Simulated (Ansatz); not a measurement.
The same path of CH7N3Si (12 atoms, charge 0, multiplicity 1) was run twice with different band settings. The coordinate that changes most is the dihedral N1–C2–N3–H7.

Computed with RKS B3LYP-D4/def2-SVP in Ansatz.

Relaxed end points:

```xyz
12
Properties=species:S:1:pos:R:3
N -1.532 -0.647 0.819
C -0.281 -0.767 0.556
N 0.390 -1.922 0.878
Si 0.705 0.624 -0.311
N -0.477 1.610 -1.109
H -1.869 0.258 0.477
H 1.400 -1.956 0.864
H -0.090 -2.591 1.473
H 1.756 -0.004 -1.178
H 1.399 1.499 0.678
H -1.013 1.236 -1.886
H -0.311 2.604 -1.228
```

```xyz
12
Properties=species:S:1:pos:R:3
N -1.513 -0.620 0.887
C -0.262 -0.730 0.620
N 0.457 -1.818 1.065
Si 0.712 0.640 -0.290
N -0.476 1.584 -1.130
H -1.864 0.275 0.534
H -0.091 -2.581 1.455
H 1.286 -2.093 0.551
H 1.760 -0.022 -1.138
H 1.405 1.560 0.656
H -1.017 1.175 -1.886
H -0.319 2.573 -1.292
```

Common settings: spring 5.0 eV/Å²; optimiser quadratic models (default); start path through a guess of the saddle point; force threshold 0.05 eV/Å; iteration limit 60; end points relaxed.

| run | movable images | climbing image |
| --- | --- | --- |
| 1 | 5 | yes |
| 2 | 3 | no |

(1) What does each run give, and how far can it be trusted?

Results:

(1) Run 1: converged after 14 iterations, highest image 0.480 eV above the first end. A vibrational analysis at the climbing image gives one clearly imaginary mode, 449i cm⁻¹: a first-order saddle point.
Run 2: converged after 11 iterations, highest image 0.468 eV above the first end. No image climbed, so the highest image needn't sit at the top of the path. So few images can step over the top or miss a turn of the path.
